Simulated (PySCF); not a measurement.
Al(Cl)(Me)(vinyl) (C₃H₆AlCl), SMILES [Al]([CH3])([CH]=C)[Cl].

Geometry optimised at B3LYP-D3(BJ)/def2-SVP. The structure was generated by enumeration; whether it is a known compound was not checked. One conformer was computed; it need not be the lowest.

These are PBE/def2-TZVP run with PySCF values and carry that method's errors.

Symmetry labels are those of the subgroup Cs that the program uses (full group Cs).

Computed valence orbital energies around the gap with their symmetry:
```tsv
orbital	symmetry	energy (eV)
HOMO−7	A'	-9.82
HOMO−6	A"	-9.70
HOMO−5	A'	-9.32
HOMO−4	A'	-7.86
HOMO−3	A"	-7.76
HOMO−2	A'	-7.68
HOMO−1	A"	-7.10
HOMO	A'	-6.69
LUMO	A"	-2.25
LUMO+1	A'	-0.68
LUMO+2	A"	-0.34
LUMO+3	A'	0.55
```
